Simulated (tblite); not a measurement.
C6H15NSSi.
Atom-mapped SMILES: `[CH3:1][NH:2][SiH2:3][CH2:4]/[C:5]([CH3:6])=[CH:7]\[S:8][CH3:9]` (hydrogens: H10, H11, H12 on C1; H13 on N2; H14, H15 on Si3; H16, H17 on C4; H18, H19, H20 on C6; H21 on C7; H22, H23, H24 on C9)

The geometry is computed with GFN2-xTB (gas phase).

(1) List the bond lengths, angles and torsions at this level.

## Answers

(1) 
```tsv
bond	length (Å)	order
C1–N2	1.446	single
N2–Si3	1.721	single
Si3–C4	1.910	single
C4–C5	1.487	single
C5–C6	1.498	single
C5=C7	1.330	double
C7–S8	1.766	single
S8–C9	1.818	single
C1–H10, C1–H11, C1–H12	1.091	single
N2–H13	1.009	single
Si3–H14, Si3–H15	1.469	single
C4–H16, C4–H17	1.091	single
C6–H18, C6–H19, C6–H20	1.089	single
C7–H21	1.078	single
C9–H22, C9–H23, C9–H24	1.086	single
```

Bonds in one row agree within 0.01 Å and their mean is given. Orders are formal, as drawn. A selection of angles:
```tsv
angle	degrees
N2–C1–H10	110.0
N2–C1–H12	112.5
H10–C1–H11	108.6
H10–C1–H12	108.3
C1–N2–Si3	124.1
C1–N2–H13	110.9
Si3–N2–H13	116.7
N2–Si3–C4	107.2
N2–Si3–H14	103.3
N2–Si3–H15	116.7
C4–Si3–H14	111.3
C4–Si3–H15	108.5
H14–Si3–H15	109.7
Si3–C4–C5	111.3
Si3–C4–H16	109.7
C5–C4–H16	108.9
H16–C4–H17	107.9
C4–C5–C6	116.6
C4–C5–C7	122.4
C6–C5–C7	121.0
C5–C6–H18	110.2
C5–C6–H19	111.4
H18–C6–H19	108.7
H18–C6–H20	107.8
C5–C7–S8	123.8
C5–C7–H21	122.7
S8–C7–H21	113.5
C7–S8–C9	99.2
S8–C9–H22	109.6
S8–C9–H23	106.8
H22–C9–H23	109.9
H22–C9–H24	110.8
```

Dihedral angles: C1–N2–Si3–C4 60° (synclinal); N2–Si3–C4–C5 -176° (antiperiplanar); Si3–C4–C5–C6 -80° (synclinal); C4–C5–C7–S8 1° (synperiplanar); C5–C7–S8–C9 167° (antiperiplanar). The mirror-image conformer, all signs reversed, is as good.

Of the pairs four or more bonds apart, S8···H16 is among the closest relative to their van der Waals radii: 2.59 Å, 86 % of the sum of Bondi's values. Si3 (SiH2 silicon) is distorted tetrahedral (angles from 103.3° to 116.7°). The C–C distances run from 1.330 Å (C5=C7, drawn double) to 1.498 Å (C5–C6, drawn single), a spread of 0.168 Å. N2 (silicon-bound nitrogen) has angles 124.1°, 116.7° and 110.9°, sum 351.7°, 0.22 Å off the plane of its three neighbours. The 2 C–S bonds span 1.766 Å (C7–S8, drawn single) to 1.818 Å (S8–C9, drawn single), a spread of 0.052 Å.

Point group: C1 (no symmetry element, even within 0.4 Å). Its lowest GFN2-xTB frequency is 3i cm⁻¹, too small to tell a flat minimum from a shallow saddle. One conformer, not necessarily the lowest. 3 starts were optimised and ended at 0.00, 0.23 and 1.06 kcal/mol (GFN2-xTB); the lowest of these is shown.

On one thread, Intel Xeon at 2.50 GHz (x86_64), no GPU (shared host), this took 6.9 s of wall time. These figures are those of the optimisation.
